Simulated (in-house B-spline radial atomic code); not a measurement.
Configurations of Ne5+, with energies counted from [He] 2s2 2p1. Computed with a B-spline radial code for spherical atoms: Dirac-Hartree-Fock, average of configuration, Fermi nucleus of rms radius 3.0055 fm. Energies include first-order Breit, QED and recoil terms.

Occupations are held fixed; configurations that lie above the ionisation limit could autoionise.

```tsv
configuration	E - E(ref) (eV)	highest orbital	its <r> (bohr)
[He] 2s2 3s1	90.174	3s1/2	1.832
[He] 2s2 3d1	101.57	3d5/2	1.66
[He] 2s2 4p1	124.49	4p3/2	3.517
[He] 2s2 5s1	135.7	5s1/2	5.543
[He] 2s1 2p1 4d1	140.85	4d5/2	3.397
[He] 2s2 6s1	142.79	6s1/2	8.147
[He] 2s2 6d1	143.98	6d5/2	8.335
[He] 2s2 6f1	144.2	6f7/2	7.978
[He] 2s1 2p1 5d1	152.24	5d5/2	5.623
[He] 2s1 2p1 5f1	152.6	5f7/2	5.235
[He] 2s1 2p1 5g1	152.63	5g9/2	4.583
```

Task: Order these further configurations by energy, lowest first.
A. [He] 2s2 5p1
B. [He] 2s2 4d1
C. [He] 2s1 2p1 6f1
D. [He] 2s2 3p1
E. [He] 2s1 2p2

Result: E (18.834 eV), D (96.47 eV), B (126.4 eV), A (136.89 eV), C (158.59 eV).

Task: How far above the reference does [He] 2s1 2p1 6d1 lie?

Result: 158.39 eV; its least bound orbital is 6d5/2 with <r> = 8.348 bohr.

Task: How far above the reference does [He] 2s1 2p1 3d1 lie?

Result: 116.1 eV; its least bound orbital is 3d5/2 with <r> = 1.667 bohr.

Task: How far above the reference does [He] 2s2 5g1 lie?

Result: 138.24 eV; its least bound orbital is 5g9/2 with <r> = 4.583 bohr.

Task: One of these lies 144.2 eV from the reference. Which?
A. [He] 2s2 4f1
B. [He] 2s2 5d1
C. [He] 2s2 6g1

Result: C.
